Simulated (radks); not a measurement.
Spherical quantum dot in the effective-mass picture: electrons in a hard-walled sphere of radius 8.7, with a point charge +2 (a donor) at the centre, all in effective atomic units (hartree* = m*/eps^2 hartree, bohr* = eps/m* bohr), one dielectric constant everywhere. Method: non-relativistic Kohn-Sham, PBE, spin-polarised, spherical densities; computed with a radial shooting solver with Libxc functionals. Levels are named by radial order and angular momentum (1s, 1p, 1d, 2s, ...), and open shells are averaged over m.

N = 5, configuration 1s2 1p(up 1, down 0) 2s2. This is the lowest configuration that the search found. Occupied and some empty levels:

level,occupation,eigenvalue (hartree*),<r> (bohr*)
1s up,1,0.016448,0.9649
1s down,1,0.016590,0.9656
2s up,1,0.43986,5.417
2s down,1,0.45525,5.371
1p up,1,0.47405,5.527
1p down,0,0.48966,5.480
1d up,0,0.54800,5.876
1d down,0,0.56502,5.855
1f up,0,0.64228,6.123
1f down,0,0.66007,6.112
2p up,0,0.74982,4.419
1g up,0,0.75575,6.319
2p down,0,0.75844,4.403
1g down,0,0.77401,6.315

Energy (hartree*): total -2.16984, kinetic 3.2243, external -7.9502, Hartree 3.9733, exchange-correlation -1.4173.

Electron density:

r (bohr*),n(r) (e/bohr*^3)
0.394,0.7982
0.831,0.1707
1.27,0.04166
1.70,0.01152
2.14,0.003955
2.58,0.002128
3.01,0.001886
3.45,0.002039
3.89,0.002259
4.33,0.002426
4.76,0.002485
5.20,0.002410
5.63,0.002196
6.07,0.001857
6.51,0.001425
6.95,0.0009595
7.38,0.0005476
7.82,0.0002413
8.26,0.00005871
8.69,1.285e-07
